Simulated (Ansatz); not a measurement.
Reaction (redistribution): `[CH3][Ge]([SH])([Cl])[Cl]` + `[Br][InH][Br]` → `[CH3][GeH]([Cl])[Cl]` + `[SH][In]([Br])[Br]`

Calculated with Ansatz (gas phase, PBE0-D4/def2-TZVP geometries, no zero-point term in ΔE). CCSD(T)/CBS adds triple-zeta CCSD(T) − MP2 to the extrapolated MP2 energy (def2 sets, frozen cores). Elements past krypton have def2 core potentials. For Br, Ge, In outer-core shells are correlated without core-valence functions, which leaves a few kJ/mol of doubt a bond. Scalar relativity is left out up to krypton. One conformer a species, not always the lowest.

| level | ΔE (kJ/mol) |
| --- | --- |
| MP2/def2-TZVPP | -35.1 |
| MP2/CBS(def2) | -38.4 |

**Question.** What does CCSD(T)/CBS give? (Best estimate.)

**Answer.** Ansatz gave: -37.4 kJ/mol. The listed levels differ from it by 2.3, -1.0 kJ/mol.

Largest T1 diagnostic among the species: 0.011.

The D4 term adds +5.0 kJ/mol with B3LYP and +2.6 kJ/mol with PBE0; it sums over pairs of atoms, weighted by their polarisabilities, and B3LYP, whose exchange is more repulsive, gets the larger term. Leaving LDA and LC-ωPBE aside and taking each functional with its dispersion term where it has one, the values, not all of them listed here, spread over 9.6 kJ/mol, from B2PLYP to revPBE-D4. LDA lies +5.0 kJ/mol from PBE without D4. In def2-TZVPP, CCSD(T) changes the Hartree–Fock value by +6.7 kJ/mol (the triples alone add +0.8 kJ/mol) and MP2 by +5.8 kJ/mol.

B3LYP here is the variant with VWN-RPA as its local correlation; programs differ in this.
